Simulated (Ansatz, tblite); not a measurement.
Cost and result up the ladder for cis-[FeF2(H2O)4]+ (FeO₄F₂H₈⁺) (15 atoms). Total charge 1; sextet. Geometry: PBE-D4/def2-SVP.

```xyz
15

Fe   -0.200    0.312    0.160
F    -1.818    0.922   -0.376
O     1.475   -1.034    0.422
H     1.315   -1.992    0.544
H     1.959   -0.729    1.218
F     0.547    1.169    1.580
O    -0.335   -0.922   -1.594
H     0.413   -1.031   -2.215
H    -1.119   -0.672   -2.125
O     0.826    1.770   -1.047
H     1.324    2.341   -0.424
H     0.190    2.370   -1.491
O    -1.253   -0.980    1.531
H    -2.218   -0.888    1.377
H    -1.108   -0.638    2.439
```

Ansatz on 4 threads of Intel Xeon Platinum 8259CL on a shared host; xTB runs through tblite on one thread. Times are rough, summed over both states, and most runs start from the orbitals of an earlier one. PBE0-D4/def2-TZVP serves as the yardstick here, not as an exact answer. The other state is a quartet at its own geometry.

The xTB rows come from tblite. LC-ωPBE has ω = 0.4 bohr⁻¹. HSE06 is defined as in plane-wave codes, on full-range PBE exchange. HOMO above LUMO, or a gap near zero within one spin, warns that the state may not be the lowest or that an electron is smeared out. The name describes the sextet; other states may take another shape.

Run but left out: HF/STO-3G, HF/def2-TZVP, MP2/def2-TZVP (quartet: ⟨S²⟩ 4.29 to 4.62, where a pure state has 3.75).

xTB has no spin-polarisation term.

```json
{"level": "GFN2-xTB", "functions": "41", "wall time": "0.036 s", "quartet − sextet (eV)": "-2.21", "difference from PBE0-D4/def2-TZVP (eV)": "-3.30", "remarks": "–"}
{"level": "GFN1-xTB", "functions": "49", "wall time": "0.083 s", "quartet − sextet (eV)": "-1.86", "difference from PBE0-D4/def2-TZVP (eV)": "-2.95", "remarks": "–"}
{"level": "LDA (SPW92)/def2-TZVP", "functions": "279", "wall time": "12 s", "quartet − sextet (eV)": "0.40", "difference from PBE0-D4/def2-TZVP (eV)": "-0.69", "remarks": "gap within one spin near zero (quartet)"}
{"level": "BLYP-D4/def2-TZVP", "functions": "279", "wall time": "19 s", "quartet − sextet (eV)": "0.52", "difference from PBE0-D4/def2-TZVP (eV)": "-0.57", "remarks": "–"}
{"level": "PBE-D4/def2-TZVP", "functions": "279", "wall time": "21 s", "quartet − sextet (eV)": "0.57", "difference from PBE0-D4/def2-TZVP (eV)": "-0.52", "remarks": "–"}
{"level": "LC-ωPBE/def2-TZVP", "functions": "279", "wall time": "41 s", "quartet − sextet (eV)": "0.85", "difference from PBE0-D4/def2-TZVP (eV)": "-0.24", "remarks": "–"}
{"level": "r2SCAN-D4/def2-TZVP (with forces)", "functions": "279", "wall time": "52 s", "quartet − sextet (eV)": "0.97", "difference from PBE0-D4/def2-TZVP (eV)": "-0.12", "remarks": "–"}
{"level": "HSE06-D4/def2-TZVP", "functions": "279", "wall time": "69 s", "quartet − sextet (eV)": "1.10", "difference from PBE0-D4/def2-TZVP (eV)": "0.01", "remarks": "–"}
{"level": "PBE0-D4/def2-TZVP (with forces)", "functions": "279", "wall time": "76 s", "quartet − sextet (eV)": "1.09", "difference from PBE0-D4/def2-TZVP (eV)": "0.00", "remarks": "–"}
```
